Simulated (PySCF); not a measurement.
C4H7O2, SMILES O=C([CH2])OCC, multiplicity 2.

Geometry: B3LYP-D3(BJ)/def2-SVP. The isomer is the one that the SMILES or the coordinates give; other isomers of the formula were not compared. The values are those of a single conformer.

Method: PySCF 2.14.0 with B3LYP-D3(BJ)/def2-SVP.

Frequencies are harmonic and unscaled.

```csv
mode,ν (cm⁻¹),IR (km/mol),moving atoms (share of kinetic energy)
1,89,3.3,"C 38 %, O 34 %, H 28 %"
2,120,2.6,"C 47 %, O 31 %, H 22 %"
3,227,3.2,"H 81 %, O 11 %"
4,316,6.3,"H 54 %, C 28 %, O 18 %"
5,324,1.1,H 88 %
6,381,6.0,"C 44 %, O 29 %, H 27 %"
7,461,5.6,"O 37 %, C 33 %, H 30 %"
8,615,3.0,"H 57 %, C 32 %, O 11 %"
9,661,4.1,"C 45 %, O 34 %, H 20 %"
10,758,39.0,"C 69 %, H 21 %, O 9 %"
11,793,8.2,"H 74 %, C 19 %"
12,850,7.0,"H 45 %, O 36 %, C 19 %"
13,952,10.2,"H 42 %, C 38 %, O 20 %"
14,1003,2.6,"H 48 %, C 31 %, O 21 %"
15,1088,55.0,"C 55 %, O 23 %, H 22 %"
16,1122,60.9,"C 47 %, H 39 %, O 14 %"
17,1189,13.4,"H 52 %, C 39 %, O 10 %"
18,1286,294.7,"C 60 %, H 31 %, O 8 %"
19,1329,31.4,H 87 %
20,1380,3.8,"H 79 %, C 19 %"
21,1412,20.0,"H 76 %, C 22 %"
22,1441,52.2,"H 66 %, C 33 %"
23,1457,8.3,H 96 %
24,1467,15.5,"H 89 %, C 9 %"
25,1485,10.6,H 93 %
26,1728,148.0,"C 64 %, O 35 %"
27,3039,14.1,H 97 %
28,3065,28.0,H 95 %
29,3119,10.9,"H 90 %, C 10 %"
30,3125,14.1,"H 90 %, C 10 %"
31,3144,19.2,"H 90 %, C 10 %"
32,3167,0.2,H 95 %
33,3299,0.1,"H 89 %, C 11 %"
```
